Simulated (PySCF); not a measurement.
# Exercise with solution: chemical shift, span and skew from a shielding tensor

Si(F)2(Me)2 (C2H6F2Si), SMILES C[Si](C)(F)F. Atoms are numbered in the order given.

```xyz
11

C      1.5689     0.0000     0.9624
Si     0.0000     0.0000    -0.0273
C     -1.5689     0.0000     0.9624
F      0.0000     1.2954    -1.0107
F      0.0000    -1.2954    -1.0107
H      1.6255    -0.8919     1.6068
H      2.4486     0.0000     0.2997
H      1.6255     0.8919     1.6068
H     -2.4486     0.0000     0.2997
H     -1.6255    -0.8919     1.6068
H     -1.6255     0.8919     1.6068
```
Charge 0, spin multiplicity 1.

Geometry: B3LYP-D3(BJ)/def2-SVP.

GIAO shieldings from B3LYP/pcSseg-1 in PySCF, non-relativistic, no solvent. The symmetric part of the tensor of Si2 has the principal values 286.5, 294.3, 391.5 ppm. The same nucleus in TMS has σ = 338.7 ppm at this level (PySCF, at its B3LYP-D3(BJ)/def2-TZVP geometry).

**Question.** Work out the isotropic shielding, the ²⁹Si shift against TMS, the span and the skew.

**Answer.** 
σ(iso) = (σ11 + σ22 + σ33)/3 = 324.1 ppm. δ = σ(ref) − σ(iso) = 338.7 − (324.1) = 14.6 ppm.
Span Ω = σ33 − σ11 = 105.0 ppm. Skew κ = 3(σ(iso) − σ22)/Ω = 0.85. Tumbling in solution averages the tensor to δ; in a static solid the shielding alone would spread this spin-1/2 line over Ω.
